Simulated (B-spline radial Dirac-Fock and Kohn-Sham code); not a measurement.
## Pt⁵⁷⁺: scattering cross sections and density moments

System: the Pt⁵⁷⁺ ion in the configuration [Ar] 3d3.

Input file task.json (cfg lists n, l and occupation; rrms is the nuclear radius in fm):

```json
{"items": [{
  "Z": 78,
  "q": 57,
  "cfg": [[1, 0, 2], [2, 0, 2], [2, 1, 6], [3, 0, 2], [3, 1, 6], [3, 2, 3]],
  "A": 195,
  "rrms": 5.427,
  "do": ["scatter"],
  "s": [0.0, 0.05, 0.1, 0.15, 0.2, 0.25, 0.3, 0.35, 0.4, 0.45, 0.5, 0.6, 0.7, 0.8, 0.9, 1.0, 1.1, 1.2, 1.4, 1.6, 1.8, 2.0, 2.5, 3.0, 3.5, 4.0, 5.0, 6.0],
  "pz": [0, 0.1, 0.14, 0.2, 0.29, 0.4, 0.57, 0.81, 1.2, 1.6, 2.3, 3.3, 4.7, 6.6, 9.4, 13.0, 19.0, 27.0, 38.0, 54.0, 77.0],
  "hv_scatter": [1000, 5000, 10000, 17479.3, 50000, 100000, 200000, 1000000]
}]}
```

Run with: `python xray_run.py task.json out`

Method: configuration-average Dirac-Fock orbitals. Computed with a radial finite-basis atomic code.

| Property | Result |
| --- | --- |
| Sum of ⟨r⟩ | 2.438 bohr |
| Sum of ⟨r²⟩ | 0.4141 bohr² |
| Sum of ⟨1/r⟩ | 446.18 per bohr |
| Langevin diamagnetic susceptibility | -0.328 × 10⁻⁶ cm³/mol |
| Lamb shielding (α²/3)Σ⟨1/r⟩ | 7920 ppm |

Coherent scattering is the Thomson cross section weighted by f₀², without anomalous dispersion; incoherent scattering is Klein-Nishina weighted by S. The Lamb formula is the non-relativistic shielding expression. Electron correlation is left out. A dash stands where the photon energy is too low for the impulse approximation behind that column.

```tsv
hν (keV)	coherent (b)	incoherent (b)	incoherent per electron (b)
1	293.1	–	–
5	286.6	–	–
10	267.8	–	–
17.4793	226.1	–	–
50	87.97	4.944	0.235
100	34.75	6.664	0.317
200	11.23	6.932	0.330
1000	0.5840	4.311	0.205
```

Incoherent scattering overtakes coherent scattering between 200 and 1000 keV.
